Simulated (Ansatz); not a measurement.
Input file for Ansatz (a program for electronic structure): U-BHLYP/def2-TZVPPD on O2 (SMILES O=O). The basis file is the Basis Set Exchange's JSON of that set.

Ansatz 0.2 input:
```yaml
crystal:
  periodic: [false, false, false]
  atoms:
    - {symbol: O, position_ang: [0.00000000, -0.00000000, 0.60215214]}
    - {symbol: O, position_ang: [-0.00000000, 0.00000000, -0.60215214]}
basis:
  gaussian:
    orbitals: def2-TZVPPD.json
hamiltonian:
  xc: {name: BHLYP}
magnetization: {spin_polarized: true, initial_magnetization: 2}
```

Program output:

```
WARN ansatz: RAYON_NUM_THREADS=1 ignored (pool sized by the plan → 1); use --threads N
Functional definition: BHLYP
integrals: 0.01 GiB planned
414 factors; their error is unknown
mean field: 0.18 GiB planned
mean field evaluation 1: about -4089.8403 eV, gradient 1.1e1 eV
mean field evaluation 2: about -4090.1781 eV, gradient 3.4e0 eV
mean field evaluation 4: about -4090.2126 eV, gradient 3.3e-1 eV
mean field evaluation 8: about -4090.2598 eV, gradient 1.5e-3 eV
mean field -4090.25982955 eV, -150.3142762582 hartree, gradient 6.0e-6 eV, S^2 2.019141; 0 other end points of the search recorded, 0 dependent functions left out
reference -4090.25995258 eV, -150.3142807796 hartree; 9, 7 occupied and 71, 73 virtual orbitals, 414 factors
Total energy: -4090.25995258 eV, -150.3142807796 hartree
```

Self-consistency was reached.

Cost: around 1.3 core-seconds (rough).
